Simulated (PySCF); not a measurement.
# Gd(2+) (gadolinium, charge +2) across methods

[Xe] 4f8, high-spin 7F determinant (an excited configuration). Computed with PySCF 2.14 in cc-pVDZ-X2C, with the spin-free X2C one-electron Hamiltonian (Gaussian nucleus).

```
method   E (hartree)  mean ε 5p β (eV)  mean ε 4f α (eV)  mean ε 4f β (eV)  Σ⟨r²⟩ (bohr²)    ⟨S²⟩
   UHF  -11266.01314           -42.003           -28.244           -20.932          38.90  12.010
   PBE     -11269.87           -36.557           -17.602           -13.245          39.41  12.005
   LDA     -11261.73           -36.821           -17.830           -13.181          39.38  12.005
r2SCAN     -11270.15           -37.053           -17.736           -12.989          39.18  12.008
```

Q: Estimate the same row for PBE0.

A: E (hartree) = -11269.79; mean ε 5p β (eV) = -38.233; mean ε 4f α (eV) = -20.395; mean ε 4f β (eV) = -15.384; Σ⟨r²⟩ (bohr²) = 39.14; ⟨S²⟩ = 12.006.

Spin-orbit coupling, absent here, splits the open shell strongly.
